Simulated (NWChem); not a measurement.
Species: C₃H₉Bi; SMILES [CH3][Bi]([CH3])[CH3]

Computed with NWChem. def2 effective core potentials on Bi; no spin-orbit coupling. Each level has its own optimisation.

| level | r Bi–C (Å) | r C–H (Å) | dipole (D) |
|---|---|---|---|
| LDA (Slater exchange, VWN5)/def2-SVP | 2.264 | 1.108 | … |
| BLYP/def2-SVP | 2.335 | 1.107 | 0.37 |
| PBE0/def2-SVP | 2.276 | 1.099 | 0.20 |

Some entries are withheld; supply them.


- LDA (Slater exchange, VWN5)/def2-SVP, dipole (D): 0.01
